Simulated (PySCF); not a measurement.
C₇H₈OS, SMILES c1c(C)sc(c1)C(C)=O, GFN2-xTB optimised geometry.

```
17

C     -0.76    -2.99     0.00
C     -1.36    -1.60     0.00
O     -2.56    -1.41    -0.01
C     -0.41    -0.50     0.00
C      0.96    -0.50     0.00
C      1.51     0.79     0.00
C      0.56     1.78     0.00
C      0.78     3.25     0.01
S     -1.04     1.13     0.00
H     -1.55    -3.73     0.00
H     -0.13    -3.12    -0.88
H     -0.14    -3.12     0.89
H      1.55    -1.39     0.00
H      2.56     0.99     0.00
H      1.83     3.47    -0.12
H      0.44     3.68     0.95
H      0.22     3.73    -0.79
```

Density from B3LYP/def2-SVP run with PySCF at that geometry.

Minimum of the electron density along straight lines between bonded atoms, close to the bond critical point (lines longer than 1.1 times the sum of covalent radii, or with two minima, are not listed):

```tsv
bond	length / Å	ρ at the minimum / e bohr⁻³	∇²ρ there / e bohr⁻⁵	position (fraction from the first atom)
C1–C2	1.512	0.257	-0.62	0.49
C2–O3	1.213	0.407	0.30	0.33
C2–C4	1.455	0.283	[?]	0.49
C4–C5	1.373	0.318	-0.80	0.51
C5–C6	1.402	0.304	-0.77	0.50
C6–C7	1.368	0.321	-0.82	0.49
C7–C8	1.486	0.261	-0.62	0.52
C4–S9	1.740	0.209	[?]	0.46
C7–S9	1.725	0.216	-0.48	0.48
C1–H10	1.087	0.279	-1.05	0.64
C1–H11	1.088	0.275	-1.00	0.63
C1–H12	1.088	0.275	-1.01	0.63
C5–H13	1.075	0.286	-1.10	0.63
C6–H14	1.076	0.284	-1.08	0.63
C8–H15	1.087	0.278	-1.03	0.63
C8–H16	1.090	0.276	-1.02	0.63
C8–H17	1.089	0.277	-1.02	0.63
```

### Question
Fill in the missing entries.

### Answer

- C2–C4, ∇²ρ there / e bohr⁻⁵: -0.71
- C4–S9, ∇²ρ there / e bohr⁻⁵: -0.43
